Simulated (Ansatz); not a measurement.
Reaction (formal hydrolysis of the Si–C bond): `C[SiH2][SiH2]Br` + H₂O → `O[SiH2][SiH2]Br` + CH₄

Computed with Ansatz on PBE0-D4/def2-TZVP structures; ΔE is electronic, products minus reactants. CBS: MP2 limit from def2 TZ/QZ plus the TZ coupled-cluster correction, frozen cores. This one scheme is used for every species. Functionals use def2-TZVPP. For Br outer-core shells are correlated without core-valence functions, which leaves a few kJ/mol of doubt a bond. Scalar relativity is left out up to krypton. One conformer a species, not always the lowest.

`C[SiH2][SiH2]Br`:

Cartesian coordinates in Å:
```
C -1.135 0.337 1.244
Si -0.492 -0.779 -0.114
Si 1.488 0.088 -1.008
Br 1.070 2.191 -1.651
H -0.423 0.395 2.070
H -2.083 -0.038 1.635
H -1.296 1.347 0.861
H -1.476 -0.894 -1.225
H -0.215 -2.150 0.403
H 2.588 0.154 -0.012
H 1.973 -0.651 -2.202
```

H₂O:

```xyz
3

O    -0.280   -0.060   -0.264
H    -0.244    0.630    0.402
H     0.524   -0.570   -0.138
```

`O[SiH2][SiH2]Br`:

Cartesian coordinates in Å:
```
O -1.580 -0.419 -1.156
Si -1.006 0.498 0.086
Si 1.301 0.110 0.288
Br 1.479 -2.109 -0.021
H -1.242 -1.317 -1.211
H -1.642 0.151 1.388
H -1.314 1.911 -0.243
H 2.135 0.755 -0.757
H 1.869 0.420 1.624
```

CH₄:

```xyz
5

C     0.000    0.000    0.000
H    -0.418   -0.624    0.790
H     0.986   -0.374   -0.275
H     0.087    1.026    0.356
H    -0.655   -0.028   -0.870
```

```json
{"level": "B2PLYP", "ΔE (kJ/mol)": "-92.9"}
{"level": "SCS-MP2/def2-TZVPP", "ΔE (kJ/mol)": "-90.5"}
```

Task: What does CCSD(T)/CBS give? (An estimate is asked.)

Result: Computed: -84.1 kJ/mol. The listed levels differ from it by -8.8, -6.4 kJ/mol.

Largest T1 diagnostic among the species: 0.010.

In def2-TZVPP, CCSD(T) changes the Hartree–Fock value by +17.0 kJ/mol (the triples alone add +1.6 kJ/mol) and MP2 by +16.0 kJ/mol. The D4 term adds +3.1 kJ/mol with B3LYP and +2.0 kJ/mol with PBE0; it sums over pairs of atoms, weighted by their polarisabilities, and B3LYP, whose exchange is more repulsive, gets the larger term.

B3LYP here is the variant with VWN-RPA as its local correlation; programs differ in this.
